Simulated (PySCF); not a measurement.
Two-component Hartree-Fock for Mo¹⁶⁺ (molybdenum, charge +16)

Start: [Ar] 3d8; 3d3/2 filled at m_j = -3/2, -1/2, +1/2, +3/2; 3d5/2 filled at m_j = -1/2, +1/2, +3/2, +5/2. Calculated with PySCF 2.14 in an even-tempered Gaussian basis (17 s from 1.5 bohr⁻², ratio 2.8; 12 p from 1.9 bohr⁻², ratio 2.8; 8 d from 1.9 bohr⁻², ratio 2.8; 4 f from 9.3 bohr⁻², ratio 3): generalised Hartree-Fock with the X2C-1e Hamiltonian and a Gaussian nucleus; one run each with spin-orbit coupling (SO) switched off, then screened by Boettger's factors.

| spinor shell | electrons | ε, spin-free (eV) | ε, screened SO (eV) | weight of nominal j (screened SO) | rms radius, screened SO (bohr) |
| --- | --- | --- | --- | --- | --- |
| 1s1/2 | 2 | -20552.8 | -20551.6 | 1.000 | 0.0404 |
| 2s1/2 | 2 | -3351.5 | -3351.0 | 1.000 | 0.166 |
| 2p1/2 | 2 | -3037.5 | -3112.7 | 1.000 | 0.145 |
| 2p3/2 | 4 | -3037.5 | -3001.8 | 1.000 | 0.149 |
| 3s1/2 | 2 | -925.34 | -925.21 | 1.000 | 0.446 |
| 3p1/2 | 2 | -818.43 | -835.42 | 0.975 | 0.440 |
| 3p3/2 | 4 | -818.43 | -810.28 | 0.988 | 0.449 |
| 3d3/2 | 4 | -655.64 | -658.50 | 0.796 | 0.421 |
| 3d5/2 | 4 | -655.64 | -653.13 | 0.822 | 0.423 |

| quantity | spin-free | screened SO |
| --- | --- | --- |
| E (hartree) | -3936.38840 | -3936.94627 |
| M_J | 4 | 4 |
| ⟨J²⟩ | 20.001 | 20.001 |
| ⟨L²⟩ | 12.001 | 12.153 |
| ⟨S²⟩ | 2.000 | 1.969 |

Each row is a mean over spinors that exchange with the open shell spreads, by up to 21.157 eV (3p3/2).

Rows whose weight is well below 1 are mixtures of j = l ± 1/2: exchange outweighs spin-orbit coupling there, and the label is only the starting occupation.

Breit and QED terms are absent; they matter most for the inner s and p1/2 levels.

Densities and radii are taken from the X2C orbitals without a picture-change correction, which distorts them close to the nucleus.

Without spin-orbit coupling the j labels of p, d and f shells carry no meaning; the spin-free column gives the mean over the occupied spinors of each nl shell.
